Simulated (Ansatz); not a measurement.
Consider the homolysis of the O–Sb bond: `C[O][Sb]([Cl])[Cl]` → `C[O]`• + `[Cl][Sb][Cl]`•.

Gas-phase electronic energies from Ansatz, PBE0-D4/def2-TZVP geometries. CCSD(T)/CBS adds triple-zeta CCSD(T) − MP2 to the extrapolated MP2 energy (def2 sets, frozen cores). Functionals use def2-TZVPP. No spin–orbit coupling; open shells (•) take unrestricted orbitals. def2 core potentials past Kr. For Sb outer-core shells are correlated without core-valence functions, which leaves a few kJ/mol of doubt a bond. One conformer a species, not always the lowest.

```
         level  ΔE (eV)
       BLYP-D4     3.15
      BHLYP-D4     2.96
      PBE-QIDH     3.26
        revPBE     2.84
MP2/def2-TZVPP     3.73
MP2/def2-QZVPP     3.86
 MP2/CBS(def2)     3.95
CCSD/CBS(def2)     3.36
```

(1) What does CCSD(T)/CBS give? (Estimate.)

Largest T1 diagnostic among the species: 0.019.

Results:

(1) Computed: +3.52 eV. The listed levels differ from it by -0.37, -0.56, -0.26, -0.68, 0.21, 0.34, 0.43, -0.16 eV.

Leaving LDA and LC-ωPBE aside and taking each functional with its dispersion term where it has one, the values, not all of them listed here, spread over 0.31 eV, from BHLYP-D4 to ωB97X-V. LDA lies +0.72 eV from PBE without D4, its usual overbinding. From BLYP to BHLYP (50 % exact exchange), in def2-TZVPP and without D4, ΔE moves by −0.10 eV: exact exchange takes away binding that semilocal exchange gives to molecules.
